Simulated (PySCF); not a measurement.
C2H5OS, SMILES [CH2]S(C)=O, doublet, PBE0/def2-SVP optimised geometry.

```
9

C      1.30    -0.74     0.00
S     -0.43    -0.74     0.00
C     -0.73     1.06     0.00
O     -0.96    -1.28    -1.29
H      1.82    -0.33     0.87
H      1.77    -1.52    -0.60
H     -0.31     1.47    -0.93
H     -0.27     1.52     0.88
H     -1.82     1.19     0.02
```

Density from unrestricted PBE0/def2-TZVP run with PySCF at that geometry.

Minimum of the electron density along straight lines between bonded atoms, close to the bond critical point (lines longer than 1.1 times the sum of covalent radii, or with two minima, are not listed):

```csv
bond,length / Å,ρ at the minimum / e bohr⁻³,∇²ρ there / e bohr⁻⁵,position (fraction from the first atom)
C1–S2,1.736,?,?,0.48
S2–C3,1.824,?,-0.33,0.53
S2–O4,1.495,0.277,0.48,0.40
C1–H5,1.094,0.274,-0.94,0.65
C1–H6,1.093,0.276,-0.96,0.66
C3–H7,1.098,0.275,-0.94,0.65
C3–H8,1.099,0.272,-0.92,0.65
C3–H9,1.098,0.275,-0.94,0.65
```

**Question.** Some entries are withheld; supply them.

**Answer.** 
- C1–S2, ρ at the minimum / e bohr⁻³: 0.219
- C1–S2, ∇²ρ there / e bohr⁻⁵: -0.49
- S2–C3, ρ at the minimum / e bohr⁻³: 0.187
